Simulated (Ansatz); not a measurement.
Consider the substitution at a C–Si bond: `C[SiH2][CH2][AlH2]` + `N[SiH2]N` → `N[SiH2]N[CH2][AlH2]` + `C[SiH3]`.

Computed with Ansatz on PBE0-D4/def2-TZVP structures; ΔE is electronic, products minus reactants. CCSD(T)/CBS adds triple-zeta CCSD(T) − MP2 to the extrapolated MP2 energy (def2 sets, frozen cores). This one scheme is used for every species. One conformer a species, not always the lowest.

```tsv
level	ΔE (eV)
SCS-MP2/def2-TZVPP	1.16
CCSD/CBS(def2)	1.18
```

(1) What does CCSD(T)/CBS give? (Best estimate.)

Largest T1 diagnostic among the species: 0.010.

Results:

(1) The calculation gave: +1.19 eV. The listed levels differ from it by -0.03, -0.01 eV.

In def2-TZVPP, CCSD(T) changes the Hartree–Fock value by +0.07 eV (the triples alone add +0.01 eV) and MP2 by +0.13 eV. From PBE to PBE0 (25 % exact exchange), in def2-TZVPP and without D4, ΔE moves by +0.04 eV.
